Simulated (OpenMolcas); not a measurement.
# Levels of Sc+ by method

```json
{
  "Program": "OpenMolcas",
  "Basis": "ANO-RCC-VTZP [6s5p3d2f1g]",
  "Scalar Hamiltonian": "DKH2, point nucleus",
  "Active space": "2 electrons in 6 orbitals (3d 4s)",
  "State averaging": "2S+1 = 3 even, 15 roots; 2S+1 = 1 even, 21 roots kept (CI in the orbitals of an earlier block)",
  "Spin-orbit coupling": "RASSI with atomic mean-field integrals over the reference wave functions, term energies averaged over their components"
}
```

Methods on the same reference wave functions:
A. CASSCF
B. SS-CASPT2, IPEA 0.25 Eh, imaginary shift 0.1 Eh (closed shells correlated: 3s 3p)
C. MS-CASPT2, IPEA 0.25 Eh, imaginary shift 0.1 Eh (closed shells correlated: 3s 3p)
D. XMS-CASPT2, IPEA 0.25 Eh, imaginary shift 0.1 Eh (closed shells correlated: 3s 3p)

Energies in eV above 3d 4s 3D1, the measured ground level; measured values from NIST Handbook of Basic Atomic Spectroscopic Data.

```json
{"Level": "3d 4s 3D1", "A": "0.0000", "B": "0.0000", "C": "0.0000", "D": "0.0000", "Measured": "0.0000"}
{"Level": "3d 4s 3D2", "A": "0.0077", "B": "0.0075", "C": "0.0071", "D": "0.0063", "Measured": "0.0084"}
{"Level": "3d 4s 3D3", "A": "0.0197", "B": "0.0197", "C": "0.0197", "D": "0.0197", "Measured": "0.0220"}
{"Level": "3d 4s 1D2", "A": "0.5268", "B": "0.2185", "C": "0.1313", "D": "0.0638", "Measured": "0.3150"}
{"Level": "3d2 3F2", "A": "0.6802", "B": "0.618", "C": "0.618", "D": "0.996", "Measured": "0.5955"}
{"Level": "3d2 3F3", "A": "0.6920", "B": "0.630", "C": "0.630", "D": "1.008", "Measured": "0.6055"}
{"Level": "3d2 3F4", "A": "0.7077", "B": "0.645", "C": "0.645", "D": "1.024", "Measured": "0.6184"}
{"Level": "3d2 3P0", "A": "1.9116", "B": "1.596", "C": "1.596", "D": "1.850", "Measured": "1.4970"}
{"Level": "3d2 3P1", "A": "1.9157", "B": "1.600", "C": "1.600", "D": "1.854", "Measured": "1.5004"}
{"Level": "3d2 1G4", "A": "2.2677", "B": "1.819", "C": "1.819", "D": "2.153", "Measured": "1.7682"}
{"Level": "4s2 1S0", "A": "2.2915", "B": "1.484", "C": "1.471", "D": "0.986", "Measured": "1.4551"}
{"Level": "3d2 1S0", "A": "4.8737", "B": "3.241", "C": "3.254", "D": "3.600", "Measured": "3.2180"}
```

Deviations, from unrounded energies. A percentage is the sum of absolute deviations over the sum of measured energies, with the sign that they share, or ± where signs differ.

| Against measurement | Levels | A | B | C | D |
| --- | --- | --- | --- | --- | --- |
| mean absolute deviation (cm-1) | 11 | 3200 | 350 | 410 | 2500 |
| fine structure of the ground term (%) | 2 | -10.1 | -10.8 | -12.0 | -14.8 |
| other terms of the ground configuration (%) | 1 | +67.2 | -30.6 | -58.3 | -79.7 |
| other configurations (%) | 8 | +36.3 | +3.3 | +3.3 | ±28.0 |

B lies closest to measurement on these levels and A furthest from it. The largest miss of B in the table is 3d2 3P1, by +800 cm-1. The ranking rests on the paired levels alone, and a cruder setting can come out closer through cancelling errors.

Among B to D the level of the table that moves most is 4s2 1S0, by 4000 cm-1 (lowest in D, highest in B). Moves below CASPT2's spread within the term are not significant.

The two smallest mean deviations differ by little beside CASPT2's spread within terms, so their order carries little weight.

The lowest spin-free term lies below A's lowest term by 0.298 hartree in B, 0.298 hartree in C, 0.314 hartree in D.

Term energies are means over components that CASPT2 splits; among the terms shown or strongly mixed into the levels shown the widest spread is 1500 cm-1 (3d2 1G, D). Over all roots computed the reference weight is 0.88 to 0.94 in B, 0.88 to 0.94 in C, 0.83 to 0.94 in D; the roots of lowest weight are the least certain, and an intruder state may touch them. Terms from blocks run as CI alone lack orbitals of their own. A single d shell beside an s shell can misplace configurations of different d count against each other. Without dynamic correlation excited terms often stand tens of per cent too high (terms of higher spin than the ground term too low), and those without a measured partner can miss by more than the paired ones (holds for A). Some levels mix across a computed gap that differs much from the measured one, so their mixing is not that of the real levels (holds for D). The CASPT2 spread within a term exceeds the gap to the next term for 4s2 1S and 3d2 3F, so the order of their levels is uncertain (holds for D). Computed and measured levels are paired by configuration, term and J; levels that our copy of the source lacks, or whose pairing is in doubt (as where it misses far off the trend of its configuration), stay unpaired and out of the deviations. Only configurations of the active space appear. Levels that lie high or do not pair safely by name in every column are left out.
